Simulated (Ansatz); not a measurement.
Molecular dynamics of H$_{4}$O$_{3}$Si

Input:

```yaml
crystal:
  periodic: [false, false, false]
  atoms:
    - { symbol: Si, position_ang: [-0.170192, -0.065061, 0.123599] }
    - { symbol: O, position_ang: [0.027565, -0.054238, 1.76028] }
    - { symbol: H, position_ang: [-0.721683, 0.263789, 2.27418] }
    - { symbol: H, position_ang: [1.202946, -0.18794, -0.418023] }
    - { symbol: O, position_ang: [-0.952426, 1.318388, -0.325305] }
    - { symbol: H, position_ang: [-1.566257, 1.221319, -1.059404] }
    - { symbol: O, position_ang: [-1.137768, -1.289148, -0.439791] }
    - { symbol: H, position_ang: [-0.792484, -2.18491, -0.392334] }
basis:
  gaussian: { orbitals: def2-SVP }
hamiltonian:
  xc: pbe0
  dispersion: d4
md:
  timestep: 0.5
  n_steps: 150
  ensemble: nvt_langevin
  temperature: 700.0
  initial_velocities: maxwell_boltzmann
  seed: 336593
  friction: 0.001
  temperature_schedule:
    - { n_steps: 37, end_temperature: 700.0 }
    - { n_steps: 113, end_temperature: 10.0 }
```

Launched with:

```bash
$ ansatz run input.yaml --threads 1 --pin off --max-ram 2048MiB --backend cpu --events-out ev --progress --plain --runs-dir out
```

It starts from a relaxed structure.

Output, in part (step lines, the closing report, with atoms numbered from 0):

```
md step     0: t =     0.00 fs  T =   612.5 K (target 700.0 K)  F+E_penalty+E_count = -14070.41663043 eV  E_kin = 0.633374 eV  (23 SCF iters)
[... lines left out ...]
Total energy: -14070.07958746 eV, -517.0658877968 hartree
Atom 0 at    -0.244850    -0.209858     0.173179 Å, force     2.119530     1.289495     0.546558 eV/Å
Atom 1 at    -0.313144    -0.221850     1.790285 Å, force    -0.159393     0.676788     2.001747 eV/Å
Atom 2 at    -0.571155     0.517523     2.386533 Å, force     0.320026    -0.914662    -1.063420 eV/Å
Atom 3 at     1.188971    -0.413185    -0.230934 Å, force    -0.394807    -0.726373     0.097658 eV/Å
Atom 4 at    -0.538115     1.275355    -0.402409 Å, force    -0.913654     1.306318    -0.837337 eV/Å
Atom 5 at    -1.235713     1.313707    -1.075289 Å, force     0.295559     0.105207     0.352901 eV/Å
Atom 6 at    -1.403484    -1.137541    -0.407830 Å, force    -1.248328    -0.820994    -1.007145 eV/Å
Atom 7 at    -1.256938    -2.065461    -0.506587 Å, force    -0.018932    -0.915778    -0.090962 eV/Å
Dipole moment:    -0.215435    -0.178105    -0.090020 e Å
```

The steps, from the saved trajectory:

```csv
time (fs),T (K),potential energy less start (eV)
0,612,0.000
2.5,463,0.127
5,389,0.239
7.5,299,0.344
10,183,0.467
12.5,228,0.434
15,274,0.375
17.5,358,0.285
20,401,0.244
22.5,426,0.216
25,381,0.284
27.5,230,0.429
30,248,0.413
32.5,234,0.418
35,310,0.322
37.5,450,0.186
40,383,0.251
42.5,402,0.223
45,347,0.289
47.5,291,0.349
50,296,0.344
52.5,303,0.335
55,325,0.312
57.5,326,0.319
60,436,0.212
62.5,417,0.231
65,414,0.229
67.5,447,0.189
70,345,0.298
72.5,338,0.301
75,303,0.337
```

All steps were run. The schedule's set-point averaged 239 K over the second half and the system 364 K, so it lags behind the ramp. A run of 0.075 ps of so small a system gives no equilibrium averages.

The same pairs are bonded in the first frame and the last. Pairs count as bonded within 1.25 times the sum of covalent radii (0.12 Å more for H–H).

Last frame:

```xyz
8
Properties=species:S:1:pos:R:3
Si -0.245 -0.210 0.173
O -0.313 -0.222 1.790
H -0.571 0.517 2.386
H 1.189 -0.413 -0.231
O -0.538 1.275 -0.402
H -1.236 1.314 -1.075
O -1.403 -1.137 -0.408
H -1.257 -2.066 -0.507
```

The run took 6.7 min on 1 thread of Arm Neoverse V1, with other jobs on the host, peak memory 0.15 GiB.
